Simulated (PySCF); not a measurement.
**Structure from NMR data**

Molecular formula: C6H6OSi. Simulated spectra:

¹H NMR (400 MHz, computed): δ 9.42 (m, 1H), 7.70 (d, 1H), 5.61 (m, 1H), 2.16 (s, 3H).

¹³C{¹H} NMR (computed): δ 222.0 (C), 191.5 (CH), 176.5 (CH), 120.8 (C), 80.6 (C), 6.2 (CH3).

Computed data (PySCF 2.14.0 with density-fitted response routines): NMR shieldings at PBE0/pcSseg-1/GIAO, geometry: GFN2-xTB. Single conformer, isolated molecule, fast rotation and ring inversion assumed for equivalent nuclei, non-relativistic.

Shifts are taken against calculated references (same method and geometry level): ¹H (31.72 ppm) and ¹³C (186.93 ppm) vs TMS.

Q: Deduce the structure.

A: 
- The formula gives 5 degrees of unsaturation (1 ring in the answer).
- 6 carbon signals for 6 carbons: no two carbons are equivalent.
- Carbon types of the structure: 3 × C, 2 × CH, 1 × CH3, leaving 1 H on heteroatoms.
- δC 222.0: carbonyl carbon.
- δC 191.5: β carbon of a C=C–C=O unit; conjugation with the carbonyl draws π density from the β position.
- δC 176.5: α carbon of a C=C–C=O unit.
- δC 120.8, 80.6: alkyne carbon.
- δC 6.2: propargylic methyl carbon; saturated and bonded to C and H only.
- δH 9.42: hydrogen on a β carbon of a C=C–C=O unit.
- δH 7.70: hydrogen on an α carbon of a C=C–C=O unit; olefinic region.

These data were computed for `CC#C[Si@@H]1C=CC1=O`.

The data come from this structure; uniqueness wasn't tested.

Shifts are as computed. Against solution values, carbons near 30 ppm lie about +3 ppm off and those near 130 ppm about +5 ppm. Of 1309 compounds with measured shifts, 239 miss one by over three times the rms of a fit or turn the order of signals round; such compounds aren't used in these exercises. No couplings were computed; multiplicities are counted from neighbouring protons, with m where these are inequivalent, close in shift, in a saturated or five-membered ring or joined by F or P, and br s for small geminal =CH2 splittings.
